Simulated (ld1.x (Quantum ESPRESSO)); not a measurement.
Logarithmic derivatives: Cr (Z = 24), ultrasoft

| Item | Value |
| --- | --- |
| Element | Cr |
| Generator | ld1.x (Quantum ESPRESSO) 7.5 |
| Type | ultrasoft |
| Functional | PBEsol |
| Relativity | scalar-relativistic |
| Frozen core | [Ar] |
| Valence charge | 6 |
| Reference configuration | 3d5 4s1 4p0 |
| Partial waves | 4s (bound): rcut 2.50, rcutus 2.85 bohr; 4s channel at 0.9 Ry: rcut 2.50, rcutus 2.85 bohr; 4p (bound, empty): rcut 3.50, rcutus 3.70 bohr; 4p channel at 0.55 Ry: rcut 3.50, rcutus 3.70 bohr; 3d (bound): rcut 1.45, rcutus 1.60 bohr; 3d channel at 1.35 Ry: rcut 1.45, rcutus 1.60 bohr |
| Local potential | all-electron potential smoothed inside 1.20 bohr (lloc = -1) |
| Core correction | Bessel-smoothed model core, default radius (core density twice the valence density) |
| Augmentation charge | PSQ, inside the norm-conserving radii |

The phase is arctan(r·u′/u) with u = r·R(r), unwrapped; energies in Ry, scanned from -2 to 5 Ry. A pole is an energy at which the radial function vanishes at the test radius. The pseudo phase is shifted by a multiple of π to meet the all-electron one at the reference energy, and phase errors are pseudo minus all-electron; the curves can meet again beyond the range given. Levels narrower than the energy grid can be missing from the lists of poles. Where the grid stepped over a known ghost or core level, its pole and its step of π were put in at the level’s energy.

```json
{"channel": "s", "radius (bohr)": "4.02", "reference energy (Ry)": "-0.30", "poles, all-electron": "0.11, 3.10", "poles, pseudo": "0.11, 3.07", "unbroken range about the reference energy with phases within 0.05 rad": "below 4.4", "phase error 1 Ry above the reference energy (rad)": "+0.000"}
{"channel": "p", "radius (bohr)": "4.02", "reference energy (Ry)": "-0.07", "poles, all-electron": "0.64, 3.72", "poles, pseudo": "-0.33, 0.64, 3.73", "unbroken range about the reference energy with phases within 0.05 rad": "-0.3 to 1.8", "phase error 1 Ry above the reference energy (rad)": "+0.000"}
{"channel": "d", "radius (bohr)": "4.02", "reference energy (Ry)": "-0.22", "poles, all-electron": "-0.18, 1.64, 4.78", "poles, pseudo": "-0.18, 1.64, 4.78", "unbroken range about the reference energy with phases within 0.05 rad": "the whole range", "phase error 1 Ry above the reference energy (rad)": "+0.000"}
```

Note: ghost states, extra bound levels that the all-electron valence spectrum of the same l lacks: s at -398.4 eV, p at -4.6 eV. A true bound ghost makes a file unfit for plane-wave use.

Phases in the d channel:

| E (Ry) | all-electron | pseudo |
| --- | --- | --- |
| -2.00 | 1.398 | 1.398 |
| -1.76 | 1.387 | 1.387 |
| -1.52 | 1.374 | 1.374 |
| -1.28 | 1.357 | 1.357 |
| -1.04 | 1.335 | 1.335 |
| -0.80 | 1.303 | 1.303 |
| -0.56 | 1.248 | 1.248 |
| -0.32 | 1.035 | 1.035 |
| -0.08 | -1.812 | -1.812 |
| 0.16 | -2.019 | -2.019 |
| 0.40 | -2.366 | -2.366 |
| 0.64 | -3.399 | -3.398 |
| 0.88 | -4.244 | -4.244 |
| 1.12 | -4.510 | -4.510 |
| 1.36 | -4.629 | -4.629 |
| 1.60 | -4.702 | -4.702 |
| 1.84 | -4.760 | -4.760 |
| 2.08 | -4.816 | -4.816 |
| 2.32 | -4.885 | -4.885 |
| 2.56 | -4.996 | -4.996 |
| 2.80 | -5.262 | -5.261 |
| 3.04 | -6.316 | -6.313 |
| 3.28 | -7.342 | -7.341 |
| 3.52 | -7.597 | -7.597 |
| 3.76 | -7.700 | -7.699 |
| 4.00 | -7.757 | -7.756 |
| 4.24 | -7.795 | -7.795 |
| 4.48 | -7.824 | -7.824 |
| 4.72 | -7.849 | -7.848 |
| 4.96 | -7.871 | -7.870 |
